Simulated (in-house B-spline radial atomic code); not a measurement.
The outermost shell (largest non-relativistic mean radius) with and without relativity; Dirac values are averaged over j. Computed with a radial B-spline atomic code at the basis-set limit: non-relativistic Hartree-Fock and Dirac-Hartree-Fock, averages of the configuration (point nuclei without relativity, finite nuclei with it).

```tsv
ion	configuration	outermost shell	radius non-relativistic (bohr)	radius Dirac (bohr)	radius change (%)	level non-relativistic (eV)	level Dirac (eV)	spin-orbit splitting (eV)
Ga6+	[Ar] 3d7	3d	0.67328	0.6751	0.27025	-145.913	-145.16	0.59649
Ge6+	[Ar] 3d8	3d	0.65059	0.65237	0.27361	-150.121	-149.31	0.70811
As6+	[Ar] 3d9	?	?	?	?	?	?	?
Se6+	[Ar] 3d10	3d	0.60966	0.61137	0.27987	-158.434	-157.49	0.97921
Br6+	[Ar] 3d10 4s1	?	?	?	?	?	?	?
Kr6+	[Ar] 3d10 4s2	4s	1.4053	1.3837	-1.5329	-105.582	-107.23	-
Rb6+	[Ar] 3d10 4s2 4p1	4p	1.4449	1.4366	-0.57217	-97.123	-97.519	1.3216
Sr6+	[Ar] 3d10 4s2 4p2	4p	1.3788	1.3705	-0.60336	-102.655	-103.1	1.5791
```

Q: Fill in the row of As6+.

A: outermost shell: 3d; radius non-relativistic (bohr): 0.62943; radius Dirac (bohr): 0.63117; radius change (%): 0.27682; level non-relativistic (eV): -154.294; level Dirac (eV): -153.42; spin-orbit splitting (eV): 0.83519.

Q: Fill in the row of Br6+.

A: outermost shell: 4s; radius non-relativistic (bohr): 1.4691; radius Dirac (bohr): 1.4474; radius change (%): -1.477; level non-relativistic (eV): -100.381; level Dirac (eV): -101.89.

Q: Which member changes most?

A: Krypton (Kr6+): its 4s shell contracts by 1.5 %.
